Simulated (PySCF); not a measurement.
CH6AlBO4, SMILES OB(O)[CH2][Al]([OH])[OH].

Geometry: PBE0-D3(BJ)/def2-SVP. The structure was generated by enumeration; whether it is a known compound was not checked. The values are those of a single conformer.

The numbers are results of PBE/def2-TZVP in PySCF, not measurements.

total energy: -609.76492 hartree
highest occupied level: -6.91 eV
lowest empty level: -1.20 eV
orbital gap: 5.71 eV
dipole moment: 1.94 D
quadrupole, principal values (traceless, Buckingham form, about the centre of nuclear charge): -5.43, 1.07, 4.35 D·Å
mean static polarisability: 65.3 bohr³ (9.68 Å³)
polarisability, principal values: 53.0, 64.1, 78.9 bohr³
